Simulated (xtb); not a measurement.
C3H6FIn, SMILES [CH3][In]([F])[CH]=C. All values are semi-empirical tight-binding results from xtb (GFN2-xTB unless named), good for trends rather than for accurate numbers. Coordinates come from a GFN2-xTB optimisation. The structure was generated by enumeration; whether it is a known compound was not checked. Other conformers were not sampled.

A frequency run showed that this geometry is not a minimum.

For metal compounds this method's bond lengths and energies can be far off.

Computed properties:
| Item | Value |
|---|---|
| orbital gap | 3.14 eV |
